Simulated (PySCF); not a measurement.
All values below come from TPSSh-D3(BJ)/def2-TZVP // B3LYP-D3(BJ)/def2-TZVP run with PySCF 2.14.0. All species are isolated molecules in the gas phase. 

Reference species (SMILES): `[Cl][GaH][Cl]` (neutral, multiplicity 1).

```
Quantity       Result
-------------  ------
dipole moment  1.72 D
```

Changed species: `[Cl][GaH2]` (whole molecule; the reference has whole molecule).

Give the shifts of the dipole moment.

the dipole moment goes up by 0.27 D, to 1.99 D.
